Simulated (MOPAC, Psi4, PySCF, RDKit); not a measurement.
Relaxed torsion scan: SMILES c1cc(ccc1)-c1cccc(Cl)c1. Scanned: dihedral C5–C6–C7–C8; all other coordinates were relaxed at GFN2-xTB. Points at φ and −φ are mirror images. Heavy atoms are numbered in the order of the SMILES Clc1cccc(-c2ccccc2)c1, hydrogens after them in the order of the atoms that carry them; the mirror image has the same energies with the sign of each dihedral reversed.

- RKS-B3LYP/6-31G* = restricted B3LYP/6-31G*, spherical d, density fitting // GFN2-xTB (PySCF)
- AM1, restricted, heats of formation // GFN2-xTB (MOPAC)
- MMFF94 // GFN2-xTB (RDKit)
- PBE-D3(BJ)/def2-SVP // GFN2-xTB (Psi4)

Energies relative to the lowest point of each profile, in kJ/mol; the last columns give the difference from PBE-D3(BJ):

```
φ / °  RKS-B3LYP/6-31G*  AM1  MMFF94  PBE-D3(BJ)/def2-SVP  RKS-B3LYP/6-31G* − PBE-D3(BJ)/def2-SVP  AM1 − PBE-D3(BJ)/def2-SVP  MMFF94 − PBE-D3(BJ)/def2-SVP
-----  ----------------  ---  ------  -------------------  --------------------------------------  -------------------------  ----------------------------
-160                3.0  4.1    10.8                  1.4                                     1.6                        2.7                           9.4
-140                0.0  0.0     2.0                  0.0                                     0.0                        0.0                           2.0
-120                3.9  1.9     0.0                  4.7                                    -0.7                       -2.8                          -4.6
-100                9.5  4.2     0.9                 10.8                                    -1.2                       -6.6                          -9.8
-80                 9.6  4.2     0.9                 10.8                                    -1.2                       -6.6                          -9.9
-60                 4.0  1.9     0.0                  4.7                                    -0.8                       -2.9                          -4.7
-40                 0.0  0.0     2.0                  0.0                                     0.0                        0.0                           2.0
-20                 2.9  4.1    10.7                  1.4                                     1.5                        2.7                           9.2
0                   8.2  9.9    19.5                  4.3                                     4.0                        5.6                          15.2
20                  2.9  4.1    10.7                  1.4                                     1.5                        2.7                           9.2
40                  0.0  0.0     2.0                  0.0                                     0.0                        0.0                           2.0
60                  4.0  1.9     0.0                  4.7                                    -0.8                       -2.9                          -4.7
80                  9.6  4.2     0.9                 10.8                                    -1.2                       -6.6                          -9.9
100                 9.5  4.2     0.9                 10.8                                    -1.2                       -6.6                          -9.8
120                 3.9  1.9     0.0                  4.7                                    -0.7                       -2.8                          -4.6
140                 0.0  0.0     2.0                  0.0                                     0.0                        0.0                           2.0
160                 3.0  4.1    10.8                  1.4                                     1.6                        2.7                           9.4
180                 8.2  9.9    19.5                  4.3                                     4.0                        5.6                          15.2
```

RKS-B3LYP/6-31G* is furthest from PBE-D3(BJ)/def2-SVP at 0 (4.0 kJ/mol, above); its mean absolute difference over the points is 1.2 kJ/mol.

AM1 is furthest from PBE-D3(BJ)/def2-SVP at -80 (-6.6 kJ/mol, below); its mean absolute difference over the points is 3.3 kJ/mol.

MMFF94 is furthest from PBE-D3(BJ)/def2-SVP at 180 (15.2 kJ/mol, above); its mean absolute difference over the points is 7.4 kJ/mol.
